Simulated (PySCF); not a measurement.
## Correlation energy of N (nitrogen, neutral)

[He] 2s2 2p3, high-spin 4S determinant. All numbers are calculated (PySCF 2.14, the spin-free X2C one-electron Hamiltonian (Gaussian nucleus), in aug-cc-pVDZ-DK (4s3p2d, 23 functions)). Frozen: 1s2; 5 electrons correlated.

MP2 pair energies summed by pair of shells (mhartree):

```tsv
pair	energy	share (%)
2s-2p	-47.96	63.9
2p-2p	-18.79	25.0
2s-2s	-8.28	11.0
```

Total MP2 correlation energy: -75.02 mhartree.

Same-spin part -22.72 and opposite-spin part -52.30 mhartree; SCS-MP2 scales them by 1/3 and 6/5 to -70.33 mhartree.

```csv
level,correlation energy (mhartree)
CCSD,-92.55
(T),-1.27
CCSD(T),-93.82
```

Diagnostics: T1 = 0.0078, D1 = 0.0124, largest double amplitude 0.029.

Cost of the coupled-cluster step: 0.14 s of wall time on 1 thread of Neoverse-V2 (shared host), for 5 correlated electrons.

Iterations:

```
CC2 = 0
CCSD nocc = (np.int64(4), np.int64(1)), nmo = (22, 22)
frozen orbitals [[0], [0]]
max_cycle = 100
direct = 0
conv_tol = 1e-08
conv_tol_normt = 1e-06
diis_space = 8
diis_start_cycle = 0
Init t2, MP2 energy = -0.0750185607398009
Init E_corr(UCCSD) = -0.0750185607401384
cycle = 1  E_corr(UCCSD) = -0.0882778853821848  dE = -0.0132593246  norm(t1,t2) = 0.0342572
cycle = 2  E_corr(UCCSD) = -0.0911578915536834  dE = -0.00288000617  norm(t1,t2) = 0.0123529
cycle = 3  E_corr(UCCSD) = -0.0926157793933872  dE = -0.00145788784  norm(t1,t2) = 0.00587226
cycle = 4  E_corr(UCCSD) = -0.0925358363608243  dE = 7.99430326e-05  norm(t1,t2) = 0.00128647
cycle = 5  E_corr(UCCSD) = -0.0925481384346657  dE = -1.23020738e-05  norm(t1,t2) = 0.000389401
cycle = 6  E_corr(UCCSD) = -0.0925505618349561  dE = -2.42340029e-06  norm(t1,t2) = 9.95268e-05
cycle = 7  E_corr(UCCSD) = -0.0925507879513308  dE = -2.26116375e-07  norm(t1,t2) = 2.45171e-05
cycle = 8  E_corr(UCCSD) = -0.0925509558939492  dE = -1.67942618e-07  norm(t1,t2) = 4.39042e-06
cycle = 9  E_corr(UCCSD) = -0.0925509087784764  dE = 4.71154728e-08  norm(t1,t2) = 6.34063e-07
cycle = 10  E_corr(UCCSD) = -0.0925509257035943  dE = -1.69251179e-08  norm(t1,t2) = 1.04516e-07
cycle = 11  E_corr(UCCSD) = -0.0925509231580917  dE = 2.54550263e-09  norm(t1,t2) = 1.74112e-08
UCCSD converged
E(UCCSD) = -54.51488208053566  E_corr = -0.09255092315809171
UCCSD(T) correction = -0.00127382628912572
```
